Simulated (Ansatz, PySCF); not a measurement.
This Ansatz (a quantum-chemistry and plane-wave program) input computes a CAM-B3LYP/def2-TZVPD energy:

Ansatz 0.2 input:
```yaml
crystal:
  periodic: [false, false, false]
  atoms:
    - {symbol: Si, position_ang: [-0.00000000, -0.00000000, -1.03359826]}
    - {symbol: S, position_ang: [0.00000000, 0.00000000, 0.90439848]}
basis:
  gaussian:
    orbitals: def2-TZVPD
hamiltonian:
  xc: {name: CAM-B3LYP}
output: {forces: true}
```

Q: Write an input for the same energy in PySCF and say what it gives.

A: 
```python
from pyscf import gto, scf, dft

mol = gto.M(
    atom='''
    Si   -0.00000000   -0.00000000   -1.03359826
    S     0.00000000    0.00000000    0.90439848
    ''',
    basis='def2-tzvpd',
    charge=0,
    spin=0,
    verbose=4,
)

mf = dft.RKS(mol, xc='camb3lyp').density_fit(auxbasis='def2-universal-jkfit')
mf.grids.level = 3
mf.conv_tol = 1e-9
mf.max_cycle = 100
mf.max_memory = 1500
mf.kernel()
if not mf.converged:
    mf = mf.newton()
    mf.kernel(mf.make_rdm1())
mf.analyze()
```
It gives -687.72767 Eh, and Ansatz -687.72764 Eh, a difference of 0.03 mEh, from the treatment of integrals and grids.
